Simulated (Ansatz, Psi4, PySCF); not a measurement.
GeI2, singlet, at a GFN2-xTB geometry (core potentials on I). Base run: BHANDHLYP/def2-SVPD (PySCF).

PySCF was given this input:
```python
from pyscf import gto, scf, dft

mol = gto.Mole()
mol.atom = '''
    Ge    0.00153259   -0.00969248    1.22657057
    I     1.01567043   -1.73555606   -0.38529276
    I    -1.01659577    1.74140812   -0.35527815
'''
mol.basis = 'def2-svpd'
mol.ecp = {'I': 'def2-svpd'}
mol.verbose = 4
mol.build()

mf = dft.RKS(mol)
mf.xc = 'bhandhlyp'
mf.kernel()
```

The same geometry, method and basis name were run in Ansatz (a program for electronic structure) and Psi4 and PySCF, at each program's defaults and at the settings that a row names. The base is PySCF at its defaults. Differences at the defaults can come from grids, fitting, cores and function types together.

```tsv
code and settings	ΔE vs base (mEh)	basis functions	E (Eh)	SCF cycles	dipole (D)
PySCF, defaults (exact integrals, its default grid, spherical functions)	0.000	108	-2672.10912	13	1.63
Psi4, defaults (density fitting with its default set, its default grid, spherical functions)	0.046	108	-2672.10908	9	1.63
Ansatz, defaults (factorised integrals, its default grid, spherical functions)	-0.004	108	-2672.10913	-	-
PySCF, density fitting with def2-universal-jkfit	0.024	108	-2672.10910	13	1.63
PySCF, fine grid	-0.004	108	-2672.10913	13	1.63
Psi4, exact integrals, spherical functions, fine grid	-0.007	108	-2672.10913	12	1.63
Ansatz, high accuracy	-0.005	108	-2672.10913	-	-
```
